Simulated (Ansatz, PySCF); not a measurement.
C4H5FO, SMILES O1CC(=C1C)F. Atoms are numbered in the order given.

```xyz
11

C     -2.0496    -0.1955    -0.0901
C     -0.5778    -0.2095    -0.0844
C      0.4989     0.4395     0.3953
F      0.7283     1.4992     1.1618
C      1.3906    -0.5425    -0.3032
O      0.1636    -1.1835    -0.7787
H     -2.4220     0.6446     0.5120
H     -2.4355    -0.0947    -1.1182
H     -2.4511    -1.1353     0.3240
H      1.9926    -0.1756    -1.1504
H      1.9768    -1.2367     0.3208
```
Charge 0, spin multiplicity 1.

Geometry optimised at r2SCAN-D4/def2-SVP.

Two levels are set side by side: PBE-D3(BJ)/def2-SVP (Ansatz, a program for electronic structure) and r2SCAN-D4/def2-SVP (Ansatz). Each level has its own optimised geometry; the coordinates shown are those of the second. Frequencies come from the Hessian of PySCF at each geometry. Differences are taken from unrounded values.

```csv
quantity,r2SCAN-D4
mean bond length (Å),1.275
bond C1–C2 (Å),1.472
bond C2–C3 (Å),1.345
bond C2–O6 (Å),1.407
bond C3–F4 (Å),1.328
bond C3–C5 (Å),1.499
bond C5–O6 (Å),1.464
bond C1–H7 (Å),1.099
bond C1–H8 (Å),1.103
bond C1–H9 (Å),1.103
bond C5–H10 (Å),1.102
bond C5–H11 (Å),1.102
highest harmonic wavenumber (cm⁻¹),3162
mean harmonic wavenumber (cm⁻¹),1344
zero-point energy (kcal/mol),51.86
```

Q: What does PBE-D3(BJ) give, and how far is it from r2SCAN-D4? (The exact figures need the calculation; the answer reports its results.)

A: 
```tsv
quantity	PBE-D3(BJ)	PBE-D3(BJ) minus r2SCAN-D4
mean bond length (Å)	1.282	0.007
bond C1–C2 (Å)	1.477	0.005
bond C2–C3 (Å)	1.354	0.008
bond C2–O6 (Å)	1.414	0.007
bond C3–F4 (Å)	1.334	0.006
bond C3–C5 (Å)	1.505	0.006
bond C5–O6 (Å)	1.470	0.006
bond C1–H7 (Å)	1.106	0.008
bond C1–H8 (Å)	1.111	0.008
bond C1–H9 (Å)	1.111	0.008
bond C5–H10 (Å)	1.110	0.008
bond C5–H11 (Å)	1.110	0.008
highest harmonic wavenumber (cm⁻¹)	3091	-71
mean harmonic wavenumber (cm⁻¹)	1309	-35
zero-point energy (kcal/mol)	50.52	-1.34
```
